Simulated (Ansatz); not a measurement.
Geometry optimisation, RKS PBE-D4/6-31G (Ansatz).

The input (input.yaml):

```yaml
crystal:
  periodic: [false, false, false]
  atoms:
    - { symbol: C, position_ang: [1.9473, 0.3001, -0.2258] }
    - { symbol: C, position_ang: [0.8255, -0.554, 0.382] }
    - { symbol: "N", position_ang: [1.3974, -1.8506, 0.6744] }
    - { symbol: C, position_ang: [-0.305, -0.7678, -0.551] }
    - { symbol: C, position_ang: [-1.1577, 0.475, -0.9682] }
    - { symbol: Si, position_ang: [-2.1262, 1.3728, 0.3861] }
    - { symbol: H, position_ang: [2.2581, -0.0368, -1.2046] }
    - { symbol: H, position_ang: [1.5652, 1.3806, -0.3909] }
    - { symbol: H, position_ang: [2.7811, 0.4349, 0.4563] }
    - { symbol: H, position_ang: [0.5008, -0.1049, 1.3509] }
    - { symbol: H, position_ang: [2.1958, -1.7289, 1.3593] }
    - { symbol: H, position_ang: [0.7693, -2.4357, 1.1811] }
    - { symbol: H, position_ang: [-1.12, -1.4633, -0.0911] }
    - { symbol: H, position_ang: [-0.055, -1.2506, -1.4528] }
    - { symbol: H, position_ang: [-1.8849, 0.1713, -1.7164] }
    - { symbol: H, position_ang: [-0.4827, 1.2329, -1.4185] }
    - { symbol: H, position_ang: [-1.1847, 1.8921, 1.4278] }
    - { symbol: H, position_ang: [-2.8853, 2.5207, -0.1721] }
    - { symbol: H, position_ang: [-3.0809, 0.4077, 1.03] }
basis:
  gaussian: { orbitals: "6-31G" }
hamiltonian:
  xc: pbe
  dispersion: d4
relax:
  f_tol: 0.02
  max_steps: 50
```

Run as:

```bash
$ ansatz run input.yaml --threads 2 --pin off --max-ram 3072MiB --backend cpu --events-out ev --progress --plain --runs-dir out
```

Task: Where does it end, and by what steps?

Result: The forces met the threshold. The force dipped under the threshold on the way, but the program's further checks kept it going. Limits of this set-up: no polarisation functions. After 10 steps the energy has fallen by 0.560 eV; H19 moved furthest, 0.54 Å.

```csv
step,energy less start (eV),largest force component (eV/Å),accepted
0,0.0000,4.182,yes
1,-0.4684,1.567,yes
2,-0.5380,0.281,yes
3,-0.5456,0.133,yes
4,-0.5521,0.084,yes
5,-0.5549,0.113,yes
6,-0.5573,0.088,yes
7,-0.5593,0.014,yes
8,-0.5598,0.030,yes
9,-0.5599,0.020,yes
10,-0.5600,0.004,yes
```

```xyz
19
Properties=species:S:1:pos:R:3
C 1.836 0.390 -0.111
C 0.758 -0.572 0.409
N 1.386 -1.868 0.703
C -0.366 -0.809 -0.624
C -1.146 0.455 -1.045
Si -1.978 1.425 0.408
H 2.271 -0.006 -1.045
H 1.421 1.394 -0.300
H 2.651 0.502 0.628
H 0.290 -0.102 1.314
H 2.204 -1.809 1.313
H 0.732 -2.589 1.019
H -1.078 -1.546 -0.199
H 0.095 -1.287 -1.509
H -1.952 0.174 -1.748
H -0.489 1.155 -1.594
H -0.987 2.252 1.204
H -3.032 2.375 -0.132
H -2.658 0.462 1.364
```

Time of the run: 37 s on 2 threads of Intel(R) Xeon(R) CPU @ 2.80GHz (Skylake/Cascade Lake), with other jobs on the host, peak memory 0.18 GiB.
